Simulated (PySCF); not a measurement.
Compound: C₅H₇BOS.
Numbering: `[BH2:1][c:2]1[cH:3][c:4]([O:5][CH3:6])[cH:7][s:8]1` (hydrogens: H9, H10 on B1; H11 on C3; H12, H13, H14 on C6; H15 on C7)

The closed-shell SCF was solved with PySCF and density fitting under several settings on one GFN2-xTB geometry (grid level 2 and gas phase unless stated).

```tsv
settings	basis functions	SCF cycles	E (Eh)	HOMO (eV)	LUMO (eV)	dipole (D)
PBE0/pcSseg-1	178	14	-692.4302	-6.67	-2.06	3.04
PBE0/def2-SVPD	226	14	-692.1652	-6.71	-2.08	2.99
PBE0/ANO-RCC-VDZP, energy threshold 1e-07 Eh	151	9	-692.3121	-6.58	-1.92	2.99
```

Task: Estimate the row for these settings: BLYP/pcSseg-1, fitting basis def2-qzvpp-jkfit.

Result: 
| settings | basis functions | SCF cycles | E (Eh) | HOMO (eV) | LUMO (eV) | dipole (D) |
| --- | --- | --- | --- | --- | --- | --- |
| BLYP/pcSseg-1, fitting basis def2-qzvpp-jkfit | 178 | 13 | -692.8133 | -5.44 | -2.64 | 3.30 |

Task: Over all rows, what range does the HOMO–LUMO gap span?

Result: From 2.80 eV (BLYP/pcSseg-1, fitting basis def2-qzvpp-jkfit) to 4.66 eV (PBE0/ANO-RCC-VDZP, energy threshold 1e-07 Eh). The functional of the narrowest has no exact exchange, that of the widest 25 % exact exchange.

Task: And the dipole moment?

Result: From 2.99 D to 3.30 D; the largest is 1.10 times the smallest, and the median is 3.02 D.

Task: Compare two rows with the functional PBE0: PBE0/ANO-RCC-VDZP, energy threshold 1e-07 Eh and PBE0/pcSseg-1. Which energy is lower, and by how much?

Result: PBE0/pcSseg-1 (178 functions) lies 0.1181 Eh or 74 kcal/mol below PBE0/ANO-RCC-VDZP, energy threshold 1e-07 Eh (151 functions).

Cycle counts include a coarse-grid stage where the run had one. ANO-RCC sets were contracted for a scalar-relativistic Hamiltonian, but ran non-relativistically here.

Conformer computed: `[BH2:1][c:2]1[cH:3][c:4]([O:5][CH3:6])[cH:7][s:8]1`: C3–C4–O5–C6 180°.

One conformer stands for the species.
